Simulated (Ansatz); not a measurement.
Born–Oppenheimer molecular dynamics of BClFH4N (8 atoms, charge 0, multiplicity 1). It starts at the highest image of a converged band, a first-order saddle point between two minima.

Level of theory: RKS B3LYP-D4/def2-SVP in Ansatz.

```
ensemble                      : NVE (velocity Verlet)
time step                     : 0.5 fs
steps asked                   : 200
starting velocities drawn for : 100 K
seed                          : 2959
```

First frame:

```xyz
8
Properties=species:S:1:pos:R:3
B 0.009 0.041 0.244
N -0.020 0.095 1.754
H -0.828 -0.352 2.191
H 0.845 -0.149 2.234
H 1.059 0.015 -0.331
F -1.112 -0.371 -0.328
Cl -0.306 2.521 0.555
H -0.179 1.363 1.610
```

Q: How far do the bonds stretch over the last three quarters of this one trajectory? (Pairs bonded in most of those frames.)

A: 
```csv
bond,mean (Å),spread (Å),shortest,longest
B1–N2,1.705,0.070,1.62,1.87
B1–H5,1.216,0.009,1.20,1.23
B1–F6,1.383,0.047,1.28,1.47
B1–Cl7,1.930,0.178,1.66,2.34
N2–H3,1.026,0.011,1.00,1.05
N2–H4,1.025,0.015,1.00,1.05
N2–H8,1.030,0.022,0.99,1.07
```

Mean temperature of the second half: 754 K. The conserved energy stayed within 0.11 meV per atom of its start (net change -0.042 meV per atom), so the integration is sound. The kinetic energy rose, since the run started high on the potential surface and went downhill. A run of 0.1 ps of so small a system gives no equilibrium averages. The orbitals stay closed-shell, which can raise the energy where a bond breaks towards radicals; this wasn't checked here.

The run took 8.3 min on 1 thread of Arm Neoverse V2, on a shared host, peak memory 0.14 GiB.
